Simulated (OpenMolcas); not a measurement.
Computed levels of 3s2 3p4 in ions with 16 electrons, in cm-1 above 3P2.

* Program: OpenMolcas 26.06
* Method: SS-CASPT2, IPEA 0.25 Eh, imaginary shift 0.1 Eh
* Basis: ANO-R3
* Scalar Hamiltonian: X2C, finite nucleus
* Spin-orbit coupling: RASSI with atomic mean-field integrals over the reference wave functions, term energies averaged over their components

Active space for each ion: 6 electrons in 4 orbitals (3s 3p); closed shells correlated by CASPT2: 2s 2p.

```json
{"Level": "3P1", "S": "371", "Ar2+": "1047"}
{"Level": "3P0", "S": "541", "Ar2+": "1490"}
{"Level": "1D2", "S": "9230", "Ar2+": "14200"}
{"Level": "1S0", "S": "21960", "Ar2+": "33430"}
```

Q: Estimate 3P0, 1D2, 1S0 for Cl+ from its neighbours S and Ar2+.

A: 3P0 is fine structure, which grows about as the fourth power of a screened charge, so the fourth roots are averaged: ((541^0.25 + 1490^0.25) / 2)^4 = 927. The calculation gives 941, so the estimate is off by -1.5 %; the measured value is 996 (NIST Handbook of Basic Atomic Spectroscopic Data).
1D2 is another term, which grows about linearly with the charge: (9230 + 14200) / 2 = 11715. The calculation gives 11740, so the estimate is off by -0.2 %; the measured value is 11654 (NIST Handbook of Basic Atomic Spectroscopic Data).
1S0 is another term, which grows about linearly with the charge: (21960 + 33430) / 2 = 27695. The calculation gives 27840, so the estimate is off by -0.5 %; the measured value is 27878 (NIST Handbook of Basic Atomic Spectroscopic Data).

Term energies are means over components that CASPT2 splits; among the terms shown or strongly mixed into the levels shown the widest spread is 170 cm-1 (3s2 3p4 1D, Ar2+). Over all roots computed the reference weight is 0.86 to 0.95 in Cl+, 0.87 to 0.95 in Ar2+; the roots of lowest weight are the least certain, and an intruder state may touch them. No level of 3s 3p5 was computed, though it lies in the active space (holds for S). Measured partners are found by configuration, term and J. A level has none where our copy of the source lacks it or the pairing is in doubt (some pairs that miss far off the trend of their configuration count as doubtful), and it then counts in no deviation. Levels of configurations outside the active space are missing.
